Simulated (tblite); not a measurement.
Record of a relaxation.

Compound: C5H7FO2Si.
Numbering: `[O:1]=[C:2]([OH:3])[C:4]1=[CH:5][C@H:6]1[SiH2:7][CH2:8][F:9]` (hydrogens: H10 on O3; H11 on C5; H12 on C6; H13, H14 on Si7; H15, H16 on C8)

Computed with GFN2-xTB (tblite), gas phase: L-BFGS steps from a force-field or distance-geometry start until the largest atomic force falls under 0.01 eV/Å. 5 of its 71 geometries are shown.

Step 0: E = -782.4579 eV, largest atomic force 3.210 eV/Å
```
atom  x, y, z in Å  |  force x, y, z in eV/Å
O1      1.853    1.587   -0.011   -0.073   0.174  -0.062
C2      2.075    0.438    0.276    0.516  -0.534   0.394
O3      3.223    0.045    0.887   -0.248   0.806  -0.256
C4      1.197   -0.664    0.050    1.764  -0.075   0.711
C5      0.823   -1.919    0.133    1.590  -0.686   0.792
C6     -0.087   -1.010   -0.518   -2.740   0.742  -1.498
Si7    -1.586   -0.395    0.395   -0.985  -1.794   0.819
C8     -1.864    1.416    0.155    0.267   0.804  -0.605
F9     -3.034    1.772    0.753   -0.578   0.310   0.282
H10     3.724    0.874    0.993    0.291  -0.300   0.184
H11     1.035   -2.910    0.439   -0.022  -0.104   0.029
H12    -0.139   -1.033   -1.593   -0.156  -0.141  -0.565
H13    -2.761   -1.177   -0.078    0.207   0.246   0.043
H14    -1.439   -0.707    1.846    0.044   0.159  -0.354
H15    -1.956    1.677   -0.907    0.024   0.147   0.097
H16    -1.074    2.016    0.603    0.100   0.244  -0.010
```

Step 18: E = -782.7614 eV, largest atomic force 0.083 eV/Å
```
atom  x, y, z in Å  |  force x, y, z in eV/Å
O1      1.859    1.593    0.015   -0.026   0.017  -0.009
C2      2.124    0.446    0.283   -0.016  -0.020   0.004
O3      3.272    0.087    0.881    0.015  -0.024   0.004
C4      1.250   -0.674    0.029   -0.036   0.075   0.003
C5      0.887   -1.923    0.127    0.023  -0.035  -0.043
C6     -0.124   -1.020   -0.519    0.000   0.026   0.020
Si7    -1.670   -0.463    0.418   -0.050   0.001   0.040
C8     -1.890    1.423    0.143    0.012  -0.038   0.017
F9     -3.054    1.861    0.748    0.012  -0.017   0.008
H10     3.812    0.876    1.046    0.019  -0.019   0.002
H11     1.092   -2.925    0.418    0.022   0.009   0.011
H12    -0.202   -1.085   -1.603    0.004  -0.012   0.009
H13    -2.850   -1.171   -0.087    0.027   0.009   0.000
H14    -1.463   -0.715    1.850   -0.032   0.009  -0.034
H15    -1.975    1.701   -0.910    0.012  -0.016  -0.014
H16    -1.075    1.999    0.586    0.013   0.034  -0.018
```

Step 35: E = -782.7664 eV, largest atomic force 0.020 eV/Å
```
atom  x, y, z in Å  |  force x, y, z in eV/Å
O1      1.869    1.617    0.044    0.004   0.011   0.003
C2      2.120    0.463    0.290    0.001   0.000   0.003
O3      3.269    0.069    0.867    0.014  -0.003  -0.014
C4      1.236   -0.646    0.029   -0.001   0.007   0.012
C5      0.905   -1.905    0.120   -0.012  -0.011   0.006
C6     -0.137   -1.018   -0.501    0.001   0.005   0.004
Si7    -1.688   -0.473    0.435   -0.013  -0.005  -0.003
C8     -1.883    1.410    0.138    0.004  -0.007   0.002
F9     -3.033    1.872    0.752    0.008   0.003   0.005
H10     3.836    0.838    1.034   -0.004   0.008   0.002
H11     1.144   -2.901    0.403   -0.004  -0.007   0.001
H12    -0.226   -1.082   -1.585   -0.002   0.010   0.002
H13    -2.859   -1.169   -0.105   -0.002  -0.013   0.004
H14    -1.528   -0.722    1.871    0.002  -0.003  -0.020
H15    -1.980    1.665   -0.920    0.001  -0.001  -0.004
H16    -1.054    1.990    0.554    0.004   0.008  -0.005
```

Step 52: E = -782.7675 eV, largest atomic force 0.021 eV/Å
```
atom  x, y, z in Å  |  force x, y, z in eV/Å
O1      1.864    1.625    0.075   -0.011   0.007   0.004
C2      2.120    0.468    0.302    0.005  -0.006   0.007
O3      3.282    0.069    0.846    0.015  -0.013   0.006
C4      1.230   -0.639    0.047    0.007   0.016  -0.005
C5      0.901   -1.900    0.125   -0.008  -0.009   0.003
C6     -0.138   -1.008   -0.495    0.000  -0.013   0.003
Si7    -1.700   -0.480    0.433   -0.009  -0.006   0.007
C8     -1.882    1.404    0.131    0.002  -0.007   0.004
F9     -3.012    1.889    0.762   -0.002  -0.002   0.006
H10     3.851    0.836    1.015   -0.006   0.006  -0.008
H11     1.135   -2.897    0.406   -0.002   0.003  -0.002
H12    -0.218   -1.059   -1.581   -0.002  -0.004  -0.001
H13    -2.864   -1.188   -0.107    0.004   0.005  -0.007
H14    -1.547   -0.736    1.868    0.006   0.009  -0.012
H15    -1.993    1.654   -0.928   -0.007  -0.002  -0.009
H16    -1.036    1.973    0.526    0.008   0.012   0.003
```

Step 70: E = -782.7687 eV, largest atomic force 0.009 eV/Å
```
atom  x, y, z in Å  |  force x, y, z in eV/Å
O1      1.819    1.625    0.171   -0.001  -0.004   0.007
C2      2.112    0.465    0.330    0.006   0.001  -0.007
O3      3.308    0.070    0.798   -0.001  -0.003   0.003
C4      1.234   -0.647    0.060    0.005   0.006  -0.002
C5      0.900   -1.907    0.135   -0.005  -0.003   0.000
C6     -0.132   -1.013   -0.492    0.002   0.000  -0.004
Si7    -1.700   -0.478    0.421   -0.003  -0.001   0.002
C8     -1.882    1.406    0.118   -0.004  -0.003   0.004
F9     -2.981    1.896    0.801    0.000   0.002   0.003
H10     3.866    0.844    0.976   -0.006   0.000  -0.002
H11     1.126   -2.904    0.425    0.003   0.004   0.005
H12    -0.201   -1.062   -1.578   -0.002  -0.002  -0.006
H13    -2.861   -1.180   -0.134    0.002  -0.005   0.005
H14    -1.554   -0.730    1.857   -0.003   0.002  -0.005
H15    -2.046    1.651   -0.934    0.009   0.002   0.001
H16    -1.017    1.974    0.472   -0.001   0.002  -0.004
```

Q: Summarise the path.

A: The energy falls by 7.17 kcal/mol from step 0 to step 70; nine tenths of that is first reached at step 6. It falls at every step. The largest force goes from 3.210 to 0.009 eV/Å. Among the bonds C4–C6 changes most, from 1.446 to 1.518 Å; the atoms move by 0.113 Å rms after alignment.

What follows is the cost of the whole relaxation. Time: 0.81 s wall. Hardware: an Arm Neoverse N1 with one thread, no GPU, on a shared host.
